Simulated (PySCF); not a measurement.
# A search over the determinants of PbN

Unrestricted PBE0; PySCF, scalar-relativistic core potentials, basis sets Pb cc-pVTZ-PP with ECP60, N cc-pVTZ. Outer shells of the fragments: Pb 5d10 6s2 6p2; N 2s2 2p3.

Followed along the bond (rough minima from three points):

```csv
2Ms+1,unpaired,⟨S²⟩ at the start,R at minimum (Å),Te (eV)
2,π ↑,0.98,2.07,0.00
2,σ ↑,1.17,1.96,0.13
4,π ↑↑↑,3.76,none in the scan,≤ 0.91
4,"σ ↑, π ↑↑",3.78,none in the scan,≤ 1.37
6,"σ ↑, π ↑↑↑↑",8.76,none in the scan,≤ 2.81
```

Solutions found at the starting distance of 2.050 Å, counted from the lowest of them; the search is not exhaustive and high or unbound solutions are not listed, so other states can lie among these:

```json
{"2Ms+1": "2", "unpaired": "π ↑", "term": "²Π", "E (eV)": "0.00", "⟨S²⟩": "0.98", "⟨Lz²⟩": "1.00", "μ (D)": "-3.50"}
{"2Ms+1": "2", "unpaired": "σ ↑", "term": "mixed", "E (eV)": "0.22", "⟨S²⟩": "1.17", "⟨Lz²⟩": "0.00", "μ (D)": "-3.83"}
{"2Ms+1": "4", "unpaired": "π ↑↑↑", "term": "⁴Π", "E (eV)": "1.29", "⟨S²⟩": "3.76", "⟨Lz²⟩": "1.00", "μ (D)": "-1.49"}
{"2Ms+1": "4", "unpaired": "σ ↑, π ↑↑", "term": "mixed", "E (eV)": "1.47", "⟨S²⟩": "3.78", "⟨Lz²⟩": "2.01", "μ (D)": "-2.25"}
{"2Ms+1": "4", "unpaired": "σ ↑, π ↑↑", "term": "mixed", "E (eV)": "1.83", "⟨S²⟩": "3.76", "⟨Lz²⟩": "2.01", "μ (D)": "-2.40"}
{"2Ms+1": "2", "unpaired": "π ↑↑↓", "term": "mixed", "E (eV)": "1.84", "⟨S²⟩": "1.76", "⟨Lz²⟩": "3.01", "μ (D)": "-1.48"}
```

A term symbol is given only where ⟨S²⟩ and ⟨Lz²⟩ are close to those of a pure state; real π, δ and φ orbitals otherwise mix terms. A positive dipole means Pb(−)N(+).

Compare the gap between the two lowest followed solutions at the starting distance with the gap between their minima.

At PBE0 the second solution (Ms = 0.5 of mixed spin, unpaired electrons σ ↑) lies +0.22 eV from the first (doublet, unpaired electrons π ↑) at 2.050 Å and +0.13 eV at the minima; the two curves relax by different amounts, since their minima lie near 1.96 and 2.07 Å.

Spin–orbit coupling is left out, which matters for elements this heavy, above all for dissociation energies.
